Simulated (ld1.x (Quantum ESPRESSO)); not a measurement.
## Which change was made? (As, TM)

```json
{"Element": "arsenic", "Generator": "ld1.x (Quantum ESPRESSO) 7.5", "Type": "norm-conserving Troullier–Martins (Kleinman–Bylander form)", "Functional": "PBE", "Relativity": "fully relativistic", "Frozen core": "[Ar] 3d10", "Valence charge": "5", "Reference configuration": "4s2 4p3", "Partial waves": "4s (bound): rc 1.75 bohr; 4p (bound): rc 1.65 bohr", "Local potential": "all-electron potential smoothed inside 1.50 bohr (lloc = -1)", "Core correction": "a·sin(br)/r model core inside 0.90 bohr"}
```

Open shells are filled in proportion to 2j + 1 (rel_dist='average').

Cutoffs, loose and tight: the cutoffs (Ry, on a coarse ladder) from which the occupation-weighted sum of valence levels, in a spherical-Bessel basis at the reference potential, stays within 10 and 1 mRy of its value at 400 Ry. They do not see the model core or the augmentation charge, which bear on the density cutoff. Test errors are all-electron minus pseudo excitation energies from the reference, over the configurations 4s2 4p2; 4s2 4p1; 4s2 4p0; 4s1 4p4; 4s2 4p3.3; 4s2 4p2.5; 4s1 4p0; variants that change the core or the reference have their own tests.

The base gives: outcome: generated; cutoff, loose: 25 Ry; cutoff, tight: 45 Ry; bound ghosts: none; largest test error (meV): -277.

(1) After one change the result is: outcome: generated; cutoff, loose: 40 Ry; cutoff, tight: 80 Ry; bound ghosts: none; largest test error (meV): -290. Which change was it?
A. all radii but the core radius scaled by about 0.95 (s 1.66, p 1.56 bohr); local potential all-electron potential smoothed inside 1.42 bohr (lloc = -1)
B. wave 4p (bound): rc 1.65 bohr becomes 4p (bound): rc 1.46 bohr
C. local potential all-electron potential smoothed inside 1.76 bohr (lloc = -1)
D. core [Ar], valence charge 15; reference 3d10 4s1 4p4; waves now 4s (bound): rc 1.70 bohr; 3d (bound): rc 1.20 bohr; 4p (bound): rc 1.35 bohr; local potential the p channel; core correction Bessel-smoothed model core inside 1.20 bohr
E. local potential the s channel

Answers

(1) B. The others give: core [Ar], valence charge 15; reference 3d10 4s1 4p4; waves now 4s (bound): rc 1.70 bohr; 3d (bound): rc 1.20 bohr; 4p (bound): rc 1.35 bohr; local potential the p channel; core correction Bessel-smoothed model core inside 1.20 bohr → outcome: generated, misses its reference levels by 0.20 eV; cutoff, loose: 200 Ry; cutoff, tight: over 300 Ry; bound ghosts: s; largest test error (meV): -686 over the solved tests; 1 of 7 tests not solved or not reliable | local potential all-electron potential smoothed inside 1.76 bohr (lloc = -1) → outcome: generated; cutoff, loose: 30 Ry; cutoff, tight: 45 Ry; bound ghosts: none; largest test error (meV): -310 | all radii but the core radius scaled by about 0.95 (s 1.66, p 1.56 bohr); local potential all-electron potential smoothed inside 1.42 bohr (lloc = -1) → outcome: generated; cutoff, loose: 30 Ry; cutoff, tight: 50 Ry; bound ghosts: none; largest test error (meV): -247 | local potential the s channel → outcome: generated; cutoff, loose: 35 Ry; cutoff, tight: 45 Ry; bound ghosts: p1/2; largest test error (meV): -332.
